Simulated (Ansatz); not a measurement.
Two isomers of CH5GeNOS: A = `O=C(S)[NH][GeH3]`, B = `OC1[NH][GeH2][S]1`.

Isolated molecules relaxed with PBE0-D4/def2-TZVP in Ansatz; ΔE leaves out vibrations. CCSD(T)/CBS is the MP2 limit (def2-TZVPP, def2-QZVPP) plus CCSD(T) − MP2 in def2-TZVPP, frozen cores. DFT in def2-TZVPP. B3LYP here is the variant with VWN-RPA as its local correlation; programs differ in this. For Ge outer-core shells are correlated without core-valence functions, which leaves a few kJ/mol of doubt a bond. Scalar relativity is left out up to krypton. Each species was taken in one conformer, which may not be the lowest.

(1) Which is lower in electronic energy at CCSD(T)/CBS, and by how much? (Estimate.)

(2) Give E(B) − E(A) in kJ/mol with r2SCAN-D4, CCSD/def2-TZVPP, CCSD(T)/def2-TZVPP, ωB97M-V, PBE0-D4, PBE-D4, B3LYP-D4. (Estimate.)

Largest T1 diagnostic: 0.015.

## Answers

(1) Computed: A, by 34.9 kJ/mol.

(2) Computed: r2SCAN-D4 55.5, CCSD/def2-TZVPP 42.2, CCSD(T)/def2-TZVPP 42.9, ωB97M-V 42.4, PBE0-D4 38.5, PBE-D4 49.8, B3LYP-D4 60.2. None reverses the order clearly.

From PBE to PBE0 (25 % exact exchange), in def2-TZVPP and without D4, E(B) − E(A) moves by −11.7 kJ/mol. The D4 term adds −3.4 kJ/mol with B3LYP and −1.5 kJ/mol with PBE0; it sums over pairs of atoms, weighted by their polarisabilities, and B3LYP, whose exchange is more repulsive, gets the larger term.
